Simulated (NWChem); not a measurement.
Molecule: C3H5NOSi; SMILES C1=CO[SiH2]N=C1

```xyz
11

C     -0.0270    -1.6854     0.0000
C     -1.2088    -1.0212     0.0000
O     -1.3475     0.3149     0.0000
Si     0.0390     1.3338     0.0000
N      1.4211     0.2976     0.0000
C      1.2490    -0.9823     0.0000
H     -0.0368    -2.7700     0.0000
H     -2.1655    -1.5400     0.0000
H     -0.0328     2.1879    -1.2105
H     -0.0328     2.1879     1.2105
H      2.1444    -1.6192     0.0000
```
Atoms are numbered in this order, from 1.

All runs use the structure optimised with B3LYP/6-31G* (spherical d).

Give the principal values of the shielding tensors (ppm) of C1, C2, O3, Si4, N5 from PBE0/pcSseg-1, GIAO (NWChem), with their diamagnetic and paramagnetic parts as GIAO splits them.


| atom | σ11 | σ22 | σ33 | isotropic | diamagnetic | paramagnetic |
|---|---|---|---|---|---|---|
| C1 | -32.5 | 107.5 | 151.5 | 75.5 | 258.1 | -182.6 |
| C2 | -86.3 | 36.4 | 106.5 | 18.9 | 249.4 | -230.5 |
| O3 | 52.6 | 178.8 | 350.0 | 193.8 | 397.9 | -204.1 |
| Si4 | 343.1 | 385.2 | 400.2 | 376.2 | 880.3 | -504.1 |
| N5 | -348.0 | -109.5 | 250.0 | -69.1 | 328.3 | -397.4 |
